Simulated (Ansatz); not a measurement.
## ScH: state-averaged CASSCF

Program: Ansatz, Gaussian basis, development build. State-averaged CASSCF with equal weights; occupations are averaged over the states; levels count from the state that is lowest in CASSCF. A minimal or small basis: far from the basis limit. Solutions may break the symmetry of the shape. No proof that the lowest CASSCF solution was found. The average may hold one member of a degenerate pair alone.

Geometry: bond length 1.7750 Å.

Basis def2-SVP, nonrelativistic, 9 orbitals frozen in the corrections; active space CAS(4,7). Averaged: 2 singlets.

Give the levels in order.



```tsv
state	CASSCF (eV)	SC-NEVPT2 (eV)
singlet	0.000	0.000
singlet	0.639	0.643
```

Occupations: 1.96, 1.31, 0.49, 0.13, 0.04, 0.04, 0.02.

Geometry: bond length 2.6625 Å. A bond is stretched, to 1.32 times the sum of the covalent radii.

Basis def2-SVP, nonrelativistic, 5 orbitals frozen in the corrections; active space CAS(4,7). Averaged: 2 singlets.

Give the levels in order.



| state | CASSCF (eV) | SC-NEVPT2 (eV) |
| --- | --- | --- |
| singlet | 0.000 | 0.000 |
| singlet | 0.097 | 0.203 |

Occupations: 1.89, 1.18, 0.49, 0.29, 0.07, 0.04, 0.04.
